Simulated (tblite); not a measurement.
Species: C8H10OSi.
Z-matrix (Å and degrees, GFN2-xTB geometry), rows numbered from 1:
```
C 
C   1  1.3322
C   2  1.4338  1  123.73
C   3  1.3574  2  123.13  1   179.99
C   4  1.4363  3  116.76  2  -179.98
C   5  1.3541  4  116.07  3    -0.02
C   6  1.4508  5  128.34  4   179.96
C   7  1.5117  6  118.16  5     0.01
O   7  1.2185  6  119.96  5  -180.00
Si  6  1.8905  5  109.99  4    -0.01
H   1  1.0773  2  121.01  3     0.02
H   1  1.0765  2  122.02  3  -179.98
H   2  1.0851  1  119.69  3   179.98
H   4  1.0820  3  123.33  2     0.01
H   5  1.0814  4  119.56  3   179.98
H   8  1.0868  7  109.71  6   179.99
H   8  1.0879  7  109.84  6   -59.66
H   8  1.0879  7  109.84  6    59.63
H  10  1.4603  3  112.32  2   -65.27
H  10  1.4603  3  112.35  2    65.21
```

Method: GFN2-xTB as coded in tblite; computed harmonic values from a numerical Hessian at the method's own geometry, unscaled. Against measured fundamentals such values can be off by several per cent, at times by over 20. Modes of hydrogen on silicon can be 10 to 20 % off. One conformer, not necessarily the lowest.

Harmonic wavenumbers (cm⁻¹): 40.1, 72.0, 106.7, 119.9, 136.2, 191.8, 217.5, 266.7, 287.9, 386.6, 386.9, 475.6, 483.6, 537.2, 544.8, 597.9, 600.6, 612.8, 645.1, 666.7, 693.1, 742.6, 832.0, 880.8, 889.6, 945.7, 984.9, 986.3, 1001.2, 1035.8, 1087.4, 1219.1, 1254.3, 1272.0, 1284.7, 1305.4, 1363.5, 1400.4, 1460.7, 1465.9, 1490.8, 1592.6, 1642.5, 1683.1, 2288.8, 2291.5, 3020.9, 3024.9, 3028.9, 3049.3, 3053.4, 3061.6, 3101.9, 3132.7.

A = 2943, B = 656.7, C = 542.2 MHz; mass 150.050 u (most abundant isotopes); point group Cs, symmetry number 1.

**Question.** Zero-point energy?

**Answer.** Half the sum of the wavenumbers: 32472 cm⁻¹ = 92.84 kcal/mol.

**Question.** Entropy at 400 K, 1 bar (ideal gas, RRHO, classical rotation)?

**Answer.** Translation 42.41, rotation 30.98, vibration 46.73: S = 120.1 cal/(mol K).

**Question.** And Cp and H(400 K) − H(0)?

**Answer.** Cp = 55.31 cal/(mol K), of which vibrations give 47.36 (their classical limit is 54 R = 107.3); H(400 K) − H(0) = 12.94 kcal/mol without the zero-point energy, 9.76 from vibrations.

**Question.** Blend soft modes into free rotors: weight 1/[1 + (100 cm⁻¹/ν̃)⁴] for the oscillator and the rest for a rotor with moment μB/(μ + B), μ = h/(8π²ν), B = 10⁻⁴⁴ kg m². What vibrational entropy results?

**Answer.** 43.31 cal/(mol K) in place of 46.73, which changes −T·S at 400 K by +1.37 kcal/mol.

**Question.** Which modes carry the vibrational entropy at 400 K?

**Answer.** 40.1 cm⁻¹: 5.84; 72.0 cm⁻¹: 4.68; 106.7 cm⁻¹: 3.90; 119.9 cm⁻¹: 3.67; 136.2 cm⁻¹: 3.42; 191.8 cm⁻¹: 2.76 cal/(mol K); the other 48 give 22.45 together.

**Question.** How do the functions run with temperature in this model?

**Answer.** 
```csv
T (K),S (cal/(mol K)),Cp (cal/(mol K)),H − H(0) (kcal/mol),G − H(0) (kcal/mol),ln q(vib)
50,60.5,14.0,0.52,-2.51,0.62
100,72.3,20.5,1.39,-5.84,2.01
298.15,105.5,44.5,7.84,-23.61,8.10
373.15,116.4,52.6,11.49,-31.94,10.41
500,133.4,64.1,18.92,-47.80,14.28
750,162.6,79.6,37.03,-84.92,21.53
1000,186.9,89.5,58.25,-128.70,28.16
```

q(vib) and H(0) count from the zero-point level.

Hindered rotation and anharmonicity are outside this model. Other conformers, if any are populated, would add a mixing term that is left out.

On an Arm Neoverse V2 with one thread, shared host with 192 logical CPUs at a one-minute load of 88, this took 0.84 s. This covers the Hessian and the dipole derivatives.
